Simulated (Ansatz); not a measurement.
PbSe2⁺, relaxed as a doublet with UKS r2SCAN-D4/def2-TZVP in Ansatz, starting from the r2SCAN-D4/def2-TZVP geometry of the neutral singlet. Force threshold 0.02 eV/Å.

In the def2 sets Pb takes a core potential; there is no spin–orbit coupling. The structure comes from a short search, and lower isomers may exist.

Start:

| atom | x (Å) | y (Å) | z (Å) |
| --- | --- | --- | --- |
| Pb1 | 0.407 | 1.440 | 0.393 |
| Se2 | 0.296 | -1.142 | 0.832 |
| Se3 | -0.702 | -0.298 | -1.225 |

```csv
step,energy (eV),largest force component (eV/Å),SCF passes
1,-135944.3608,1.534,21
2,-135944.4746,1.198,30
3,-135944.5759,0.302,24
4,-135944.5805,0.030,25
5,-135944.5805,0.003,27
```

Force components are those of the run's own axes.

End:

Cartesian coordinates in Å:
```
Pb 0.4326 1.5318 0.4184
Se 0.2530 -1.1627 0.7584
Se -0.6856 -0.3691 -1.1768
```

By distances, no bond broke or formed. The bond that changes most is Se2–Se3, from 2.44 to 2.29 Å (atoms count from 1).

No frequencies were taken in this run, so the end may be a saddle point.

Hardware: 4 threads of AMD EPYC 7B13 on a shared host. Wall time 13 s.
